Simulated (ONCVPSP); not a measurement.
# phosphorus (P): one change to an ONCV potential, before and after

* Element: P
* Generator: ONCVPSP 4.0.1
* Type: optimised norm-conserving Vanderbilt (ONCV)
* Functional: Wu-Cohen
* Relativity: scalar-relativistic
* Frozen core: [Ne]
* Valence charge: 5
* Reference configuration: 3s2 3p3
* Partial waves: 3s: rc 1.55 bohr, ncon 5, nbas 8, qcut 4.3 1/bohr, 1 projector; 3p: rc 1.80 bohr, ncon 3, nbas 7, qcut 5.5 1/bohr, 1 projector; d scattering state at 0.19 Ha: rc 1.65 bohr, ncon 3, nbas 8, qcut 6.4 1/bohr, 2 projectors, debl 3.3 Ha
* Local potential: polynomial inside 1.05 bohr (lpopt 5, dvloc0 0 Ha)
* Core correction: none

All-electron outer shells of the reference configuration (Wu-Cohen, scalar-relativistic, ld1.x):

```json
{"shell": "2s", "level (eV)": "-173.69", "outermost node (bohr)": "0.14", "outermost maximum (bohr)": "0.42"}
{"shell": "2p", "level (eV)": "-124.48", "outermost node (bohr)": "–", "outermost maximum (bohr)": "0.36"}
{"shell": "3s", "level (eV)": "-13.93", "outermost node (bohr)": "0.65", "outermost maximum (bohr)": "1.58"}
{"shell": "3p", "level (eV)": "-5.48", "outermost node (bohr)": "0.64", "outermost maximum (bohr)": "1.83"}
```

Change: local potential polynomial inside 1.05 bohr (lpopt 5, dvloc0 7 Ha).

Cutoffs: the cutoffs (Ha) at which the residual kinetic energy of the hardest occupied pseudo-wave falls to 1 and 0.1 mHa per electron; they do not see the model core or the augmentation charge, which bear on the density cutoff. Errors are all-electron minus pseudo energies relative to the spin-unpolarised reference configuration.

Predict the effect on cutoff, ghosts and configuration errors.

The potential gets neither clearly harder nor softer (10 Ha and 24 Ha → 10 Ha and 24 Ha); the lowest positive-energy flag moves from s at 23.3 eV to none; of the 4 tests that both files solve, the error grows in 0 and shrinks in 4 by more than 15 % and 0.3 meV (median size 26.4 → 15.8 meV); the range in which the s phases agree widens (upper end 0.4 → 1.7); neither file shows a bound ghost.

```csv
quantity,base,changed
"cutoff, loose",10 Ha,10 Ha
"cutoff, tight",24 Ha,24 Ha
bound ghosts,none,none
GHOST(+) flags under 300 eV,s at 23.3 eV,none
"error for 3s2 3p2, meV [ΔE 9.71 eV]",+5.0,+2.9
"error for 3s2 3p1, meV [ΔE 28.85 eV]",+41,+23
"error for 3s2 3p0, meV [ΔE 58.60 eV]",+166,+88
"error for 3s1 3p3, meV [ΔE 18.81 eV]",+12,+8.5
s: phases at 1.57 bohr within 0.05 rad from the reference energy up to (Ha; the scan ends near 5),0.4,1.7
p: phases at 1.83 bohr within 0.05 rad from the reference energy up to (Ha; the scan ends near 5),1.8,2.3
d: phases at 1.68 bohr within 0.05 rad from the reference energy up to (Ha; the scan ends near 5),to the end of the scan,to the end of the scan
```

Base: The cutoffs count occupied waves only; projector 2 of the d channel, the hardest unoccupied one, needs 35 Ha at the loose tolerance. Changed file: The cutoffs count occupied waves only; projector 2 of the d channel, the hardest unoccupied one, needs 35 Ha at the loose tolerance.
